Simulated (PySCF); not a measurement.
Species: C₄H₆N₂OS.
Cartesian coordinates in Å at the PBE0-D3(BJ)/def2-SVP level; atoms count from 1:
```
atom  x, y, z in Å
C1     2.4031   -0.2632   -0.3142
O2     1.0291   -0.5720   -0.2699
C3     0.1914    0.3874    0.1016
S4     0.6062    1.9969    0.5387
N5    -1.0722    2.3752    0.8196
N6    -1.7994    1.3702    0.5939
C7    -1.1825    0.2303    0.1930
C8    -1.9396   -1.0181   -0.1003
H9     2.5996    0.5563   -1.0266
H10    2.9240   -1.1692   -0.6471
H11    2.7735    0.0282    0.6835
H12   -2.6982   -0.8422   -0.8776
H13   -1.2570   -1.8047   -0.4471
H14   -2.4633   -1.3810    0.7971
```

Level: PBE0/pcSseg-1 in PySCF, non-relativistic, on one gas-phase PBE0-D3(BJ)/def2-SVP geometry that isn't relaxed in the solvent. The solvent is an IEF-PCM continuum (van der Waals radii × 1.2). The model holds no explicit solvent molecules, cavitation or dispersion.

```
run  E − E(gas) (kcal/mol)  HOMO (eV)  HOMO–LUMO gap (eV)  dipole (D)
gas                   0.00      -6.93                5.85        4.73
  P                  -5.12      -6.95                5.75        5.84
  Q                  -7.06      -6.97                5.72        6.29
```

The runs were made in chloroform and methanol. Which run belongs to which solvent?

P = chloroform, Q = methanol. The dielectric constants are 4.711 (chloroform), 32.61 (methanol), and the energy falls further as ε rises. In this model the ground state sees the solvent through ε alone.

How constant is the ratio of the lowering to (ε − 1)/(2ε + 1)?

```
   solvent  (ε − 1)/(2ε + 1)  E − E(gas) (kcal/mol)  ratio (kcal/mol)  polarisation term (kcal/mol)
chloroform             0.356                  -5.12             -14.4                         -6.01
  methanol             0.477                  -7.06             -14.8                         -8.82
```

The ratio changes by +3.0 % in size from chloroform to methanol. The polarisation term is half the interaction of the solute with the induced surface charges.
